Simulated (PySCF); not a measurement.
**Spin-orbit coupling and the third ionisation energy along the 4d series**

Two-component X2C-1e calculated with PySCF 2.14: MP2 on generalised Hartree-Fock spinors (GMP2), with spin-orbit coupling off and on (screened by Boettger's factors); no Breit or QED terms. Values in eV; the references (NIST) lie between the lowest levels. Elements whose determinants are no pure J levels are left out.

```json
{"element": "Ru (x2c-QZVPPall-2c, [Ar] 3d10 frozen)", "configurations": "[Kr] 4d6 → [Kr] 4d5", "spin-free": "28.013", "with spin-orbit": "28.149", "shift": "0.136", "reference": "28.47 (s)"}
{"element": "Rh (x2c-QZVPPall-2c, [Ar] 3d10 frozen)", "configurations": "[Kr] 4d7 → [Kr] 4d6", "spin-free": "30.803", "with spin-orbit": "30.864", "shift": "0.060", "reference": "31.06 (s)"}
{"element": "Pd (x2c-QZVPPall-2c, [Ar] 3d10 frozen)", "configurations": "[Kr] 4d8 → [Kr] 4d7", "spin-free": "32.854", "with spin-orbit": "32.784", "shift": "-0.071", "reference": "32.93 (s)"}
{"element": "Ag (x2c-QZVPPall-2c, [Ar] 3d10 frozen)", "configurations": "[Kr] 4d9 → [Kr] 4d8", "spin-free": "34.920", "with spin-orbit": "34.744", "shift": "-0.177", "reference": "34.8 ± 0.3 (s)"}
{"element": "Cd (x2c-QZVPPall-2c, [Ar] 3d10 frozen)", "configurations": "[Kr] 4d10 → [Kr] 4d9", "spin-free": "37.812", "with spin-orbit": "37.502", "shift": "-0.310", "reference": "37.468 ± 0.006"}
```

The largest shift is at Cd, -0.310 eV, where spin-orbit coupling lowers the species with fewer electrons by more than the one with more (starting occupations closed and 4d3/2^4 4d5/2^5).

What remains against the references is mostly the basis and correlation beyond MP2. References marked (s) are semi-empirical, (t) theoretical.
